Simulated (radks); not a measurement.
Problem. The scandium ion Sc2+, 19 electrons, occupied as [Ar] 3d1. Method: non-relativistic Kohn-Sham, PBEsol, spin-polarised, spherical densities, point nucleus; open shells are filled with parallel spins first; computed with a radial shooting solver on a logarithmic mesh with Libxc functionals. Some entries of the table are withheld. Estimate them.

| orbital | occ. | eigenvalue (hartree) | <r> (bohr) | <1/r> (bohr^-1) |
|---|---|---|---|---|
| 1s down | 1 | -160.9911 | 0.07366 | 20.51 |
| 1s up | 1 | -160.9907 | 0.07366 | 20.51 |
| 2s up | 1 | -17.79980 | 0.3465 | 4.245 |
| 2s down | 1 | -17.79012 | 0.3463 | 4.246 |
| 2p up | 3 | -14.80500 | 0.3089 | 4.179 |
| 2p down | 3 | -14.79760 | 0.3087 | 4.181 |
| 3s up | 1 | (1) | 1.081 | 1.294 |
| 3s down | 1 | (2) | 1.081 | 1.295 |
| 3p up | 3 | -1.80806 | 1.165 | 1.173 |
| 3p down | 3 | -1.77453 | 1.165 | 1.174 |
| 3d up | 1 | -0.67523 | 1.550 | 0.8488 |
| 3d down | 0 | -0.64163 | 1.555 | 0.8474 |

Solution. 
(1) 3s up eigenvalue (hartree): -2.57119
(2) 3s down eigenvalue (hartree): -2.53802
